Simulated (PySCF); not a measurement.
An excited-state job on `FC(F)=[C](F)[GeH2][PH2]`.

Method: TDDFT CAM-B3LYP/def2-SVPD, vertical, gas phase, core orbitals frozen in the response (PySCF 2.14.0, density-fitted response routines). Geometry: GFN2-xTB. A driver script takes a list of jobs; this job's settings line and coordinates (Å) are shown.

Command:
```bash
OMP_NUM_THREADS=1 python probes_run.py task.json out
```

Input:
```
{"job": {"kind": "uv", "xc": "CAM-B3LYP", "basis": "def2-SVPD", "nstates": 8, "ntriplets": 3}, "charge": 0, "multiplicity": 1}
F     -1.831866     1.939382     1.591780
C     -1.216857     0.900116     1.050146
F     -0.900954    -0.005018     1.984029
C     -0.894513     0.660333    -0.205533
F     -1.168448     1.562059    -1.166208
Ge     0.060350    -0.981167    -0.739801
P      2.333610    -0.849324    -0.427985
H     -0.596037    -2.086599     0.037094
H     -0.330587    -1.140598    -2.183092
H      2.180279    -0.468071     0.902582
H      2.370446     0.471556    -0.868974
```

Output:
```
coarse grid: 49976 points
cycle   1  E = -2795.7228137110  dE =  3.260e-01  |g| = 8.238e-01  |ddm| = 4.038e+00
cycle   2  E = -2795.6754091132  dE =  4.740e-02  |g| = 1.032e+00  |ddm| = 1.662e+00
cycle   3  E = -2795.8398884975  dE = -1.645e-01  |g| = 9.004e-02  |ddm| = 9.377e-01
cycle   4  E = -2795.8409971657  dE = -1.109e-03  |g| = 3.892e-02  |ddm| = 1.114e-01
cycle   5  E = -2795.8412070202  dE = -2.099e-04  |g| = 8.203e-03  |ddm| = 4.219e-02
cycle   6  E = -2795.8412195802  dE = -1.256e-05  |g| = 3.099e-03  |ddm| = 1.504e-02
cycle   7  E = -2795.8412214086  dE = -1.828e-06  |g| = 8.231e-04  |ddm| = 4.481e-03
final grid: 103680 points
cycle   8  E = -2795.8411714194  dE = -7.343e-08  |g| = 9.351e-04  |ddm| = 3.309e-03
cycle   9  E = -2795.8411713453  dE =  7.416e-08  |g| = 1.197e-03  |ddm| = 1.646e-03
cycle  10  E = -2795.8411715572  dE = -2.119e-07  |g| = 5.694e-05  |ddm| = 8.069e-04
cycle  11  E = -2795.8411715579  dE = -7.212e-10  |g| = 2.346e-05  |ddm| = 9.121e-05
converged SCF energy = -2795.8411715579

Static polarisability (au): isotropic 83.737, principal 71.515 80.082 99.614

Singlet excitations
state   eV       nm        f      main configurations
  1   6.3683    194.7   0.02030   H->L+2 0.37, H->L 0.25, H->L+1 0.10
  2   6.4759    191.5   0.30472   H->L 0.65, H->L+2 0.10
  3   6.7221    184.4   0.07373   H->L+1 0.66, H->L+3 0.12
  4   6.7846    182.7   0.01300   H->L+3 0.52, H-1->L+3 0.17, H->L+2 0.12
  5   7.0873    174.9   0.05038   H-1->L 0.80
  6   7.2064    172.0   0.00955   H->L+5 0.46, H-1->L+1 0.27
  7   7.4030    167.5   0.00935   H-1->L+1 0.30, H->L+4 0.17, H->L+6 0.14
  8   7.5085    165.1   0.04033   H->L+4 0.43, H-1->L+1 0.13, H-1->L+2 0.13

Triplet excitations (Tamm-Dancoff, eV): 4.3719 5.4833 5.9248
```

The SCF starts on a coarse grid where the log names one; the energy can jump when the final grid takes over, and dE then counts from the start density on the new grid. H and L stand for HOMO and LUMO; the number after each pair is its weight.

Problem. Which computed singlet has the largest oscillator strength, and what do all of them sum to?

Solution. State 2 at 6.48 eV (191 nm), f = 0.305; the 8 states sum to 0.521.

Main results: HOMO -8.81 eV, LUMO 0.40 eV; lowest singlet 6.37 eV; lowest triplet 4.37 eV (Tamm–Dancoff); mean polarisability 83.7 au.

 Relativistic effects, spin–orbit coupling among them, are left out although an element past zinc is present.

The run took 1.7 min on Intel Xeon at 2.50 GHz, one thread, shared host, and the process peaked at 0.92 GiB of memory.

One conformer stands for the species.
Labels such as C1 count atoms from 1, the log's own numbers from 0.
